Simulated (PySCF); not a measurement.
Run record: excited-state job, `CS[SiH2][SeH]`.

Method: TDDFT CAM-B3LYP/def2-SVPD, vertical, gas phase, core orbitals frozen in the response (PySCF 2.14.0, density-fitted response routines). Geometry: PBE0-D3(BJ)/def2-SVP. The input is one job of a driver script: a line of settings, then coordinates in Å.

Input:
```
{"job": {"kind": "uv", "xc": "CAM-B3LYP", "basis": "def2-SVPD", "ip": true}, "charge": 0, "multiplicity": 1}
C     -1.643223    -0.694110     0.018276
S      0.104662    -1.205185     0.106414
Si     1.035825     0.649972    -0.407842
Se     3.292750     0.282629    -0.339810
H     -1.862315     0.110341     0.734642
H     -1.918376    -0.378363    -0.998020
H     -2.239575    -1.576410     0.286894
H      0.616124     1.102467    -1.769448
H      0.656193     1.725639     0.558325
H      3.097014    -1.138092    -0.011921
```

Output:
```
coarse grid: 40072 points
cycle   1  E = -3130.5441438626  dE = -7.800e-01  |g| = 2.966e-01  |ddm| = 3.562e+00
cycle   2  E = -3130.5598666511  dE = -1.572e-02  |g| = 2.082e-01  |ddm| = 8.591e-01
cycle   3  E = -3130.5736534890  dE = -1.379e-02  |g| = 3.957e-02  |ddm| = 3.844e-01
cycle   4  E = -3130.5740805078  dE = -4.270e-04  |g| = 1.064e-02  |ddm| = 6.941e-02
cycle   5  E = -3130.5741084909  dE = -2.798e-05  |g| = 1.792e-03  |ddm| = 2.055e-02
cycle   6  E = -3130.5741095040  dE = -1.013e-06  |g| = 5.985e-04  |ddm| = 4.568e-03
final grid: 80192 points
cycle   7  E = -3130.5741029858  dE = -8.516e-08  |g| = 4.972e-04  |ddm| = 2.024e-03
cycle   8  E = -3130.5741030006  dE = -1.483e-08  |g| = 4.482e-04  |ddm| = 1.223e-03
cycle   9  E = -3130.5741030262  dE = -2.566e-08  |g| = 2.343e-05  |ddm| = 5.115e-04
cycle  10  E = -3130.5741030265  dE = -2.265e-10  |g| = 8.515e-06  |ddm| = 5.210e-05
converged SCF energy = -3130.5741030265

Static polarisability (au): isotropic 90.822, principal 73.173 82.997 116.294

Singlet excitations
state   eV       nm        f      main configurations
  1   5.0291    246.5   0.00092   H->L 0.51, H->L+1 0.31
  2   5.3494    231.8   0.00353   H-1->L 0.74
  3   5.5462    223.5   0.02359   H->L+1 0.51, H->L 0.30
  4   6.0242    205.8   0.00396   H-1->L+1 0.72, H-1->L+3 0.10
  5   6.4338    192.7   0.00087   H->L+2 0.28, H-1->L+2 0.28, H->L+4 0.10
  6   6.5606    189.0   0.02494   H-1->L+2 0.26, H->L+2 0.25, H-1->L+4 0.10
  7   6.8004    182.3   0.01079   H->L+3 0.39, H-1->L+3 0.18, H-1->L+2 0.11
  8   6.9050    179.6   0.00471   H-1->L+3 0.47, H->L+3 0.19
  9   6.9528    178.3   0.00039   H-1->L+4 0.33, H-1->L+2 0.17, H-1->L+6 0.16
 10   7.1437    173.6   0.00889   H-2->L 0.52, H-3->L 0.20

Triplet excitations (Tamm-Dancoff, eV): 4.6535 5.0390 5.1426 5.6487
Vertical ionisation energy (delta-SCF) = 9.1773 eV
```

The SCF starts on a coarse grid where the log names one; the energy can jump when the final grid takes over, and dE then counts from the start density on the new grid. H and L stand for HOMO and LUMO; the number after each pair is its weight.

**Question.** Give the mean polarisability as a volume in Å³, and the ratio of the largest to the smallest principal value.

**Answer.** 90.822 au × 0.148185 = 13.46 Å³; 116.294/73.173 = 1.59.

Summary of the converged run: HOMO -8.32 eV, LUMO 0.22 eV; lowest singlet 5.03 eV; lowest triplet 4.65 eV (Tamm–Dancoff); mean polarisability 90.8 au.

 Relativistic effects, spin–orbit coupling among them, are left out although an element past zinc is present.

**Question.** How long does this job take on one thread of an x86-64 server, no GPU (shared host)?

**Answer.** About 55 s.

One conformer stands for the species.
Labels such as C1 count atoms from 1, the log's own numbers from 0.
